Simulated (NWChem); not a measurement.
# BH, singlet; SMILES [BH]

Program: NWChem. Pople sets run with spherical d functions. Low-valent species are run as closed-shell singlets; no triplet was tried in these runs. Coordinates come from a B3LYP/6-31G* (spherical d) optimisation. Static field.

| level | basis functions | isotropic polarisability (bohr³) | anisotropy (bohr³) |
|---|---|---|---|
| PBE0/6-31G* | 16 | 16.6 | 2.4 |
| PBE0/6-31+G* | 20 | 20.5 | 3.9 |
| PBE0/def2-SVP | 19 | 19.5 | 1.6 |
| PBE0/def2-SVPD | 28 | (withheld) | (withheld) |
| PBE0/def2-TZVP | 37 | 21.0 | 2.5 |
| PBE0/aug-cc-pVDZ | 32 | 23.0 | 2.4 |
| PBE0/d-aug-cc-pVDZ | 45 | 23.4 | 2.2 |
| PBE0/def2-TZVPD | 46 | 23.2 | 1.7 |
| PBE0/aug-cc-pVTZ | 69 | 23.4 | 2.1 |

What belongs in the gaps?


- PBE0/def2-SVPD, isotropic polarisability (bohr³): 22.3
- PBE0/def2-SVPD, anisotropy (bohr³): 0.9
